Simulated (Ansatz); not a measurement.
This geometry of C₂H₅BOS₂ (11 atoms, charge 0, multiplicity 1) is a first-order saddle point.

The calculation used RKS PBE-D4/6-31G* in Ansatz.

```xyz
11
Properties=species:S:1:pos:R:3
B 0.419 -1.479 -1.195
C 0.224 -1.898 0.337
O 0.653 -2.940 0.819
S -0.595 -0.767 1.555
S -1.545 0.777 0.528
C -0.221 2.035 0.398
H 1.141 -2.188 -1.840
H -0.089 -0.503 -1.668
H 0.207 2.258 1.387
H -0.699 2.943 -0.004
H 0.570 1.705 -0.295
```

**Question.** Which two structures does it join? (They come from a converged band through this point; their orientation in space is the band's.)

**Answer.** No bond is made or broken. The dihedral H7–B1–C2–S4 goes from -104 to 122°. The two ends are copies of one structure, up to a mirror image or an exchange of like atoms.

Image 0:

```xyz
11
Properties=species:S:1:pos:R:3
B 0.242 -0.945 -0.917
C 0.892 -1.581 0.410
O 1.838 -2.233 0.711
S -0.538 -1.026 1.771
S -1.223 -0.012 0.071
C -0.543 1.679 0.259
H -0.265 -1.807 -1.604
H 0.922 -0.145 -1.523
H -1.084 2.195 1.064
H -0.710 2.195 -0.701
H 0.533 1.622 0.479
```

Image 6:

```xyz
11
Properties=species:S:1:pos:R:3
B 0.250 -0.944 -0.916
C 0.888 -1.585 0.415
O 1.828 -2.245 0.721
S -0.544 -1.026 1.769
S -1.223 -0.012 0.065
C -0.546 1.679 0.255
H 0.936 -0.139 -1.508
H -0.251 -1.800 -1.613
H -1.084 2.191 1.066
H -0.720 2.199 -0.701
H 0.531 1.625 0.469
```

**Question.** How far does it lie above each of them?

**Answer.** 1.20 eV above the first and 1.20 eV above the second. This is the barrier of this one path; another mechanism may lie lower.

Time of the run: 4.3 min on 2 threads of Arm Neoverse V1, with other jobs on the host, peak memory 0.15 GiB.
